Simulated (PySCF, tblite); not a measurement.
Isomers of C4H15NOSi3, one GFN2-xTB conformer each. Single-point energies are computed at PBE0/pcSseg-1 (PySCF, gas phase, no added dispersion term), electronic only.

Question: Rank them by PBE0/pcSseg-1 energy, lowest first (kcal/mol).
A. `[CH3:1][O:2][C@@H:3]1[SiH2:4][CH2:5][SiH2:6][CH2:7][Si@@H:8]1[NH2:9]` with C1–O2–C3–Si4 -81°, C7–Si8–N9–H -84° and 52°, O2–C3–Si4–C5 -60°, C3–Si4–C5–Si6 -57°, Si4–C5–Si6–C7 55°, C5–Si6–C7–Si8 -53°
B. `[CH3:1][C@@H:2]([SiH3:3])[Si@@:4]([NH2:5])([CH:6]=[O:7])[CH2:8][SiH3:9]` with C1–C2–Si4–N5 -60°, C2–Si4–N5–H 96° and -50°, C2–Si4–C6–O7 -109°, C2–Si4–C8–Si9 -171°
C. `[CH3:1][O:2][C@@H:3]1[SiH2:4][CH2:5][SiH2:6][CH2:7][Si@H:8]1[NH2:9]` with C1–O2–C3–Si4 -73°, C7–Si8–N9–H -60° and 165°, O2–C3–Si4–C5 -170°, C3–Si4–C5–Si6 57°, Si4–C5–Si6–C7 -57°, C5–Si6–C7–Si8 52°

Answer: A (0.0), C (1.2), B (15.1).

As drawn, the highest has a C=O bond, which the lowest lacks. Neighbours under 2.5 kcal/mol apart (CO[C@@H]1[SiH2]C[SiH2]C[Si@@H]1N and CO[C@@H]1[SiH2]C[SiH2]C[Si@H]1N) can change places with a better method, another conformer or zero-point energy. CO[C@@H]1[SiH2]C[SiH2]C[Si@@H]1N and CO[C@@H]1[SiH2]C[SiH2]C[Si@H]1N are stereoisomers, 1.2 kcal/mol apart in the conformers taken. GFN2-xTB itself gives, in the same order: 0.8, 0.0, 18.7. GFN2-xTB puts CO[C@@H]1[SiH2]C[SiH2]C[Si@H]1N lowest instead; measured from each level's own lowest isomer, the values differ by up to 3.6 kcal/mol (C[C@@H]([SiH3])[Si@@](N)(C=O)C[SiH3]: 18.7 against 15.1).

Which frontier levels, dipoles and rotational constants go with these structures?

| SMILES | HOMO (eV, PBE0/pcSseg-1) | LUMO (eV) | dipole (D) | A, B, C (MHz) |
| --- | --- | --- | --- | --- |
| CO[C@@H]1[SiH2]C[SiH2]C[Si@@H]1N | -6.84 | 0.58 | 1.59 | 1111, 906.4, 608.3 |
| CO[C@@H]1[SiH2]C[SiH2]C[Si@H]1N | -6.78 | 0.50 | 1.43 | 1250, 815.3, 526.0 |
| C[C@@H]([SiH3])[Si@@](N)(C=O)C[SiH3] | -6.75 | -1.34 | 2.42 | 1177, 655.8, 489.5 |

What happens when harmonic zero-point energies from GFN2-xTB frequencies are added?

```tsv
SMILES	ZPE (kcal/mol)	electronic (kcal/mol)	with ZPE (kcal/mol)
CO[C@@H]1[SiH2]C[SiH2]C[Si@@H]1N	112.0	0.0	0.0
CO[C@@H]1[SiH2]C[SiH2]C[Si@H]1N	112.1	1.2	1.4
C[C@@H]([SiH3])[Si@@](N)(C=O)C[SiH3]	108.5	15.1	11.7
```

The zero-point energies span 3.6 kcal/mol. The order is unchanged.

As an exercise, what shares would exp(−E/RT) give at 2000 K from these electronic energies alone (no entropy, no degeneracies)?

RT = 3.974 kcal/mol: CO[C@@H]1[SiH2]C[SiH2]C[Si@@H]1N 56.7 %, CO[C@@H]1[SiH2]C[SiH2]C[Si@H]1N 42.1 %, C[C@@H]([SiH3])[Si@@](N)(C=O)C[SiH3] 1.3 %.
